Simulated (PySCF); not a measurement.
Species: C₆H₆OS.
SMILES with atom numbers: `[CH3:1][C:2](=[O:3])[c:4]1[cH:5][cH:6][s:7][cH:8]1`

NICS is the negative of the GIAO shielding at a point without a nucleus: at the ring centre (0) and 1 Å above and below it (1); zz is the component along the ring normal. Level: GIAO PBE0/pcSseg-1 (PySCF, non-relativistic, gas phase) on the GFN2-xTB geometry, one conformer.

Ring bond lengths (Å), with Mayer bond orders in brackets: C4–C5 1.425 (1.22), C5–C6 1.353 (1.60), C6–S7 1.724 (1.17), S7–C8 1.705 (1.23), C8–C4 1.371 (1.53).

Q: What do the NICS probes read (ppm)?

A: 
```
          ring                                               type  NICS(0)  NICS(1), two faces  NICS(1)zz, two faces  rms pucker (Å)  centre to ring atoms, mean (Å)
C4–C5–C6–S7–C8  5-membered ring with S; formal bonds all aromatic    -12.2       -11.4 / -11.4         -26.3 / -26.3            0.00                            1.28
```

Q: What can be read from them?

A: 
- C4–C5–C6–S7–C8: mean NICS(1)zz -26.3 ppm, shielded, aromatic by this magnetic criterion (flat ring, no four-coordinate atom).

Q: How equal are the bonds by HOMA? HOMA = 1 − mean of α(R − Ropt)² over the ring bonds, with Krygowski's 1993 parameters (CC: Ropt 1.388 Å, α 257.7 Å⁻²; CS: Ropt 1.677 Å, α 94.09 Å⁻²).

A: 
- C4–C5–C6–S7–C8: HOMA 0.80; the largest term is that of C4–C5, α(R − Ropt)² = 0.35. The geometric and the magnetic index point the same way.

Q: What are the shieldings of the ring atoms and their hydrogens in the same run (means over atoms taken as equivalent)?

A: 
```json
{"atoms": "C4", "environment": "substituted aromatic carbon", "σ isotropic (ppm)": "41.5"}
{"atoms": "C5", "environment": "aromatic CH carbon", "σ isotropic (ppm)": "55.3"}
{"atoms": "C6", "environment": "aromatic CH next to a ring sulfur", "σ isotropic (ppm)": "52.5"}
{"atoms": "S7", "environment": "thiophene-type sulfur", "σ isotropic (ppm)": "266.6"}
{"atoms": "C8", "environment": "aromatic CH next to a ring sulfur", "σ isotropic (ppm)": "43.4"}
{"atoms": "H on C5", "environment": "aromatic hydrogen", "σ isotropic (ppm)": "24.20"}
{"atoms": "H on C6", "environment": "aromatic hydrogen", "σ isotropic (ppm)": "24.56"}
{"atoms": "H on C8", "environment": "aromatic hydrogen", "σ isotropic (ppm)": "23.43"}
```

Shape of the structure used: `[CH3:1][C:2](=[O:3])[c:4]1[cH:5][cH:6][s:7][cH:8]1`: C1–C2–C4–C5 0°.
